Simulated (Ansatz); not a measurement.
Consider the formal exchange of groups at a Te–C bond: `NC([TeH])[SiH2]F` + `[NH2][AlH][SiH3]` → `[NH2][AlH][SiH2][TeH]` + `NC[SiH2]F`.

Gas-phase electronic energies from Ansatz, PBE0-D4/def2-TZVP geometries. CCSD(T)/CBS is the MP2 limit (def2-TZVPP, def2-QZVPP) plus CCSD(T) − MP2 in def2-TZVPP, frozen cores. DFT in def2-TZVPP. def2 core potentials past Kr. For Te outer-core shells are correlated without core-valence functions, which leaves a few kJ/mol of doubt a bond. One conformer a species, not always the lowest.

`NC([TeH])[SiH2]F`:

```xyz
11

N    -0.035    0.167   -1.617
C    -0.573    0.237   -0.313
Te   -1.459   -1.645    0.543
Si    0.599    0.706    1.065
F     1.402    2.048    0.706
H     0.805   -0.391   -1.680
H    -0.696   -0.149   -2.314
H    -1.451    0.887   -0.291
H    -0.026   -2.462    0.369
H    -0.178    0.965    2.296
H     1.612   -0.363    1.235
```

`[NH2][AlH][SiH3]`:

Cartesian coordinates in Å:
```
N 0.996 0.976 -1.405
Al -0.110 -0.313 -0.913
Si -0.636 -0.513 1.472
H 1.426 1.635 -0.777
H 1.286 1.158 -2.353
H -0.684 -1.252 -2.056
H -2.098 -0.356 1.728
H 0.068 0.514 2.293
H -0.248 -1.850 2.011
```

`[NH2][AlH][SiH2][TeH]`:

Z-matrix (Å, degrees):
```
Si
Al 1 2.430
Te 1 2.523 2 99.3
H 1 1.490 2 115.3 3 -109.2
H 1 1.490 2 119.6 3 120.0
N 2 1.766 1 119.4 3 113.3
H 2 1.585 1 121.6 3 -61.3
H 3 1.660 1 91.8 2 43.7
H 6 1.008 2 124.7 1 -172.3
H 6 1.007 2 125.1 1 4.9
```

`NC[SiH2]F`:

```xyz
10

N    -0.917   -0.580   -0.983
C     0.395   -0.050   -0.615
Si    0.286    0.275    1.223
F     1.571    1.095    1.730
H    -1.616    0.151   -0.989
H    -0.910   -1.000   -1.903
H     1.147   -0.828   -0.774
H     0.727    0.831   -1.184
H    -0.915    1.101    1.513
H     0.232   -0.995    1.983
```

Task: Is it downhill or uphill in electronic energy at CCSD(T)/CBS, and by how much? (Estimate.)

Result: Ansatz gave: Downhill: ΔE = -0.85 eV.

Task: What do these levels give: PBE-D4, r2SCAN-D4, ωB97X-V, B2PLYP, r2SCAN, MP2/def2-TZVPP, SCS-MP2/def2-TZVPP, CCSD(T)/def2-TZVPP, HF/def2-QZVPP, SCS-MP2/def2-QZVPP, HF/CBS(def2), CCSD/CBS(def2)? (Best estimate.)

Result: Computed: PBE-D4 -0.75, r2SCAN-D4 -0.81, ωB97X-V -0.90, B2PLYP -0.84, r2SCAN -0.81, MP2/def2-TZVPP -0.84, SCS-MP2/def2-TZVPP -0.84, CCSD(T)/def2-TZVPP -0.83, HF/def2-QZVPP -1.06, SCS-MP2/def2-QZVPP -0.86, HF/CBS(def2) -1.06, CCSD/CBS(def2) -0.91 eV.

Largest T1 diagnostic among the species: 0.013.

The D4 term adds +0.05 eV with B3LYP and +0.02 eV with PBE0; it sums over pairs of atoms, weighted by their polarisabilities, and B3LYP, whose exchange is more repulsive, gets the larger term. In def2-TZVPP, CCSD(T) changes the Hartree–Fock value by +0.24 eV (the triples alone add +0.05 eV) and MP2 by +0.22 eV. From PBE to PBE0 (25 % exact exchange), in def2-TZVPP and without D4, ΔE moves by −0.11 eV.

B3LYP here is the variant with VWN-RPA as its local correlation; programs differ in this.
